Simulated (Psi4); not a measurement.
A run for Psi4: SAPT0/jun-cc-pV(D+d)Z on CH7AlO (a complex), monomers drawn apart or pushed together.

```
memory 1837 MB

molecule dimer {
0 1
C    -0.17782191    0.91678711   -0.61249953
Al   -0.32978266   -0.37361313    0.86026338
H     0.86233420    1.09224218   -0.90214643
H    -0.69800575    0.55581439   -1.50582924
H    -0.61951890    1.88521093   -0.36002209
H     0.58492859   -1.68608149    0.82906625
H    -1.71430386   -0.46922958    1.65672070
--
0 1
O     0.61018981    0.47544061    2.22174060
H     1.34444805   -0.08153828    2.51215778
H     0.03213859    0.61830905    2.98276611
units angstrom
symmetry c1
no_reorient
no_com
}

set {
  basis jun-cc-pV(D+d)Z
  scf_type df
  freeze_core true
}

energy('sapt0')
```

It printed:

```
[...]
==> Input File <==

--------------------------------------------------------------------------
memory 1837 MB

molecule dimer {
0 1
C    -0.17782191    0.91678711   -0.61249953
Al   -0.32978266   -0.37361313    0.86026338
H     0.86233420    1.09224218   -0.90214643
H    -0.69800575    0.55581439   -1.50582924
H    -0.61951890    1.88521093   -0.36002209
H     0.58492859   -1.68608149    0.82906625
H    -1.71430386   -0.46922958    1.65672070
--
0 1
O     0.61018981    0.47544061    2.22174060
H     1.34444805   -0.08153828    2.51215778
H     0.03213859    0.61830905    2.98276611
units angstrom
symmetry c1
no_reorient
no_com
}

set {
  basis jun-cc-pV(D+d)Z
  scf_type df
  freeze_core true
}

energy('sapt0')
--------------------------------------------------------------------------


   => Loading Basis Set <=

    Name: JUN-CC-PV(D+D)Z
    Role: ORBITAL
    Keyword: BASIS
    atoms 1         entry C          line   188 file jun-cc-pv_dpd_z.gbs
    atoms 2         entry AL         line   500 file jun-cc-pv_dpd_z.gbs
    atoms 3-7, 9-10 entry H          line    60 file jun-cc-pv_dpd_z.gbs
    atoms 8         entry O          line   256 file jun-cc-pv_dpd_z.gbs

   => Loading Basis Set <=

    Name: JUN-CC-PV(D+D)Z
    Role: ORBITAL
    Keyword: BASIS
    atoms 1         entry C          line   188 file jun-cc-pv_dpd_z.gbs
    atoms 2         entry AL         line   500 file jun-cc-pv_dpd_z.gbs
    atoms 3-7, 9-10 entry H          line    60 file jun-cc-pv_dpd_z.gbs
    atoms 8         entry O          line   256 file jun-cc-pv_dpd_z.gbs


  //>>>>>>>>>>>>>>>>>>>>>>>>>>>>>>>>>>>//
  //              Dimer HF             //
  //<<<<<<<<<<<<<<<<<<<<<<<<<<<<<<<<<<<//

   => Libint2 <=

    Primary   basis highest AM E, G, H:  7, 6, 3
    Auxiliary basis highest AM E, G, H:  7, 7, 4
    Onebody   basis highest AM E, G, H:  -, -, -
    Solid Harmonics ordering:            Gaussian


   => Loading Basis Set <=

    Name: JUN-CC-PV(D+D)Z
    Role: ORBITAL
    Keyword: BASIS
    atoms 1         entry C          line   188 file jun-cc-pv_dpd_z.gbs
    atoms 2         entry AL         line   500 file jun-cc-pv_dpd_z.gbs
    atoms 3-7, 9-10 entry H          line    60 file jun-cc-pv_dpd_z.gbs
    atoms 8         entry O          line   256 file jun-cc-pv_dpd_z.gbs


         ---------------------------------------------------------
                                   SCF
               by Justin Turney, Rob Parrish, Andy Simmonett
                          and Daniel G. A. Smith
                              RHF Reference
                        1 Threads,   1751 MiB Core
         ---------------------------------------------------------

  ==> Geometry <==

    Molecular point group: c1
    Full point group: C1

    Geometry (in Angstrom), charge = 0, multiplicity = 1:

       Center              X                  Y                   Z               Mass
    ------------   -----------------  -----------------  -----------------  -----------------
         C           -0.177821910000     0.916787110000    -0.612499530000    12.000000000000
         AL          -0.329782660000    -0.373613130000     0.860263380000    26.981538530000
         H            0.862334200000     1.092242180000    -0.902146430000     1.007825032230
         H           -0.698005750000     0.555814390000    -1.505829240000     1.007825032230
         H           -0.619518900000     1.885210930000    -0.360022090000     1.007825032230
         H            0.584928590000    -1.686081490000     0.829066250000     1.007825032230
         H           -1.714303860000    -0.469229580000     1.656720700000     1.007825032230
         O            0.610189810000     0.475440610000     2.221740600000    15.994914619570
         H            1.344448050000    -0.081538280000     2.512157780000     1.007825032230
         H            0.032138590000     0.618309050000     2.982766110000     1.007825032230

  Running in c1 symmetry.

  Rotational constants: A =      0.42686  B =      0.12080  C =      0.10807 [cm^-1]
  Rotational constants: A =  12796.80796  B =   3621.61381  C =   3239.86392 [MHz]
  Nuclear repulsion =  113.745063799415121

  Charge       = 0
  Multiplicity = 1
  Electrons    = 34
  Nalpha       = 17
  Nbeta        = 17

  ==> Algorithm <==

  SCF Algorithm Type is DF.
  DIIS enabled.
  MOM disabled.
  Fractional occupation disabled.
  Guess Type is SAD.
  Energy threshold   = 1.00e-08
  Density threshold  = 1.00e-08
  Integral threshold = 1.00e-12

  ==> Primary Basis <==

  Basis Set: JUN-CC-PV(D+D)Z
    Blend: JUN-CC-PV(D+D)Z
    Number of shells: 48
    Number of basis functions: 98
    Number of Cartesian functions: 102
    Spherical Harmonics?: true
    Max angular momentum: 2

   => Loading Basis Set <=

    Name: (JUN-CC-PV(D+D)Z AUX)
    Role: JKFIT
    Keyword: DF_BASIS_SCF
    atoms 1         entry C          line   146 file jun-cc-pvdz-jkfit.gbs
    atoms 2         entry AL         line   426 file jun-cc-pvdz-jkfit.gbs
 
[...]
122.8160547479584181
    Two-Electron Energy =                  37.6762893293255843
    Total Energy =                        -76.0382904927339069

Computation Completed


Properties will be evaluated at   0.000000,   0.000000,   0.000000 [a0]

Properties computed using the SCF density matrix


 Multipole Moments:

 ------------------------------------------------------------------------------------
     Multipole            Electronic (a.u.)      Nuclear  (a.u.)        Total (a.u.)
 ------------------------------------------------------------------------------------

 L = 1.  Multiply by 2.5417464519 to convert [e a0] to [Debye]
 Dipole X            :        -11.7244320           11.8261047            0.1016727
 Dipole Y            :         -8.5001930            8.2019701           -0.2982229
 Dipole Z            :        -43.2447937           43.9717513            0.7269575
 Magnitude           :                                                    0.7923014

 ------------------------------------------------------------------------------------

  Constructing Basis Sets for SAPT...

   => Loading Basis Set <=

    Name: (JUN-CC-PV(D+D)Z AUX)
    Role: RIFIT
    Keyword: DF_BASIS_SAPT
    atoms 1         entry C          line   100 file jun-cc-pvdz-ri.gbs
    atoms 2         entry AL         line   320 file jun-cc-pvdz-ri.gbs
    atoms 3-7, 9-10 entry H          line    30 file jun-cc-pvdz-ri.gbs
    atoms 8         entry O          line   188 file jun-cc-pvdz-ri.gbs

   => Loading Basis Set <=

    Name: (JUN-CC-PV(D+D)Z AUX)
    Role: JKFIT
    Keyword: DF_BASIS_ELST
    atoms 1         entry C          line   146 file jun-cc-pvdz-jkfit.gbs
    atoms 2         entry AL         line   426 file jun-cc-pvdz-jkfit.gbs
    atoms 3-7, 9-10 entry H          line    70 file jun-cc-pvdz-jkfit.gbs
    atoms 8         entry O          line   258 file jun-cc-pvdz-jkfit.gbs


  //>>>>>>>>>>>>>>>>>>>>>>>>>>>>>>>>>>>//
  //               SAPT0               //
  //<<<<<<<<<<<<<<<<<<<<<<<<<<<<<<<<<<<//



        SAPT0
    Ed Hohenstein
     6 June 2009

      Orbital Information
  --------------------------
    NSO        =        98
    NMO        =        98
    NRI        =       313
    NRI (Elst) =       440
    NOCC A     =        12
    NOCC B     =         5
    FOCC A     =         6
    FOCC B     =         1
    NVIR A     =        86
    NVIR B     =        93

    Elst10,r            =    -0.101885253040 [Eh]
    Exch10              =     0.116786706415 [Eh]
    Exch10 (S^2)        =     0.112752658893 [Eh]

    Maxiter = 50
    CPHF R converge = 1.000000E-08

    Iter     Energy [mEh]          dE [mEh]         Residual      Time [s]
       1     -25.18002736      25.180027358     2.289596e-02             0
       2     -30.96821146       5.788184101     4.638745e-03             0
       3     -30.95085396      -0.017357501     1.568494e-03             0
       4     -30.84976763      -0.101086324     4.450678e-04             0
       5     -30.85911725       0.009349619     1.391360e-04             0
       6     -30.86447716       0.005359906     3.032079e-05             0
       7     -30.86294800      -0.001529157     5.177863e-06             0
       8     -30.86311022       0.000162217     6.887555e-07             0
       9     -30.86309927      -0.000010950     1.345713e-07             0
      10     -30.86309931       0.000000038     2.378274e-08             0
      11     -30.86309958       0.000000273     5.682904e-09             0

    CHF Iterations converged

    Maxiter = 50
    CPHF R converge = 1.000000E-08

    Iter     Energy [mEh]          dE [mEh]         Residual      Time [s]
       1     -99.50484683      99.504846830     5.990801e-02             0
       2    -125.52966309      26.024816259     1.695384e-02             0
       3    -126.11267710       0.583014014     5.680803e-03             0
       4    -125.62439777      -0.488279334     1.398398e-03             0
       5    -125.56356188      -0.060835885     2.575860e-04             0
       6    -125.60005220       0.036490318     5.755918e-05             1
       7    -125.59402852      -0.006023678     1.068770e-05             1
       8    -125.59463076       0.000602236     1.499652e-06             1
       9    -125.59459186      -0.000038901     3.610556e-07             1
      10    -125.59459475       0.000002895     9.738050e-08             1
      11    -125.59459530       0.000000545     1.445931e-08             1
      12    -125.59459508      -0.000000221     3.317258e-09             1

    CHF Iterations converged

    Ind20,r (A<-B)      =    -0.030863099580 [Eh]
    Ind20,r (B<-A)      =    -0.125594595079 [Eh]
    Ind20,r             =    -0.156457694659 [Eh]
    Exch-Ind20,r (A<-B) =     0.028425069147 [Eh]
    Exch-Ind20,r (B<-A) =     0.085260650651 [Eh]
    Exch-Ind20,r        =     0.113685719798 [Eh]
    Disp20              =    -0.015002399428 [Eh]
    Disp20 (SS)         =    -0.007501199714 [Eh]
    Disp20 (OS)         =    -0.007501199714 [Eh]
    Exch-Disp20         =     0.004472188207 [Eh]
    Exch-Disp20 (SS)    =     0.002470917179 [Eh]
    Exch-Disp20 (OS)    =     0.002001271028 [Eh]

    SAPT Results
  --------------------------------------------------------------------------------------------------------
    Electrostatics               -101.88525304 [mEh]     -63.93396152 [kcal/mol]    -267.49969500 [kJ/mol]
      Elst10,r                   -101.88525304 [mEh]     -63.93396152 [kcal/mol]    -267.49969500 [kJ/mol]

    Exchange                      116.78670641 [mEh]      73.28476469 [kcal/mol]     306.62345545 [kJ/mol]
      Exch10                      116.78670641 [mEh]      73.28476469 [kcal/mol]     306.62345545 [kJ/mol]
      Exch10(S^2)                 112.75265889 [mEh]      70.75336165 [kcal/mol]     296.03206514 [kJ/mol]

    Induction                     -35.07509519 [mEh]     -22.00995453 [kcal/mol]     -92.08964973 [kJ/mol]
      Ind20,r                    -156.45769466 [mEh]     -98.17868564 [kcal/mol]    -410.77962073 [kJ/mol]
      Exch-Ind20,r                113.68571980 [mEh]      71.33886621 [kcal/mol]     298.48181621 [kJ/mol]
      delta HF,r (2)                7.69687967 [mEh]       4.82986491 [kcal/mol]      20.20815479 [kJ/mol]

    Dispersion                    -10.53021122 [mEh]      -6.60780730 [kcal/mol]     -27.64706575 [kJ/mol]
      Disp20                      -15.00239943 [mEh]      -9.41414777 [kcal/mol]     -39.38879427 [kJ/mol]
      Exch-Disp20                   4.47218821 [mEh]       2.80634047 [kcal/mol]      11.74172852 [kJ/mol]
      Disp20 (SS)                  -7.50119971 [mEh]      -4.70707389 [kcal/mol]     -19.69439714 [kJ/mol]
      Disp20 (OS)                  -7.50119971 [mEh]      -4.70707389 [kcal/mol]     -19.69439714 [kJ/mol]
      Exch-Disp20 (SS)              2.47091718 [mEh]       1.55052394 [kcal/mol]       6.48739216 [kJ/mol]
      Exch-Disp20 (OS)              2.00127103 [mEh]       1.25581653 [kcal/mol]       5.25433636 [kJ/mol]

  Total HF                        -20.17364182 [mEh]     -12.65915136 [kcal/mol]     -52.96588929 [kJ/mol]
  Total SAPT0                     -30.70385304 [mEh]     -19.26695866 [kcal/mol]     -80.61295504 [kJ/mol]

  Special recipe for scaled SAPT0 (see Manual):
    Electrostatics sSAPT0        -101.88525304 [mEh]     -63.93396152 [kcal/mol]    -267.49969500 [kJ/mol]
    Exchange sSAPT0               116.78670641 [mEh]      73.28476469 [kcal/mol]     306.62345545 [kJ/mol]
    Induction sSAPT0              -22.43102563 [mEh]     -14.07568109 [kcal/mol]     -58.89264968 [kJ/mol]
    Dispersion sSAPT0             -10.03281666 [mEh]      -6.29568750 [kcal/mol]     -26.34115651 [kJ/mol]
  Total sSAPT0                    -17.56238892 [mEh]     -11.02056543 [kcal/mol]     -46.11004574 [kJ/mol]
  --------------------------------------------------------------------------------------------------------



*** Psi4 exiting successfully. Buy a developer a beer!
```

The run finished.

Cost: about 4 core-seconds (a rough figure).
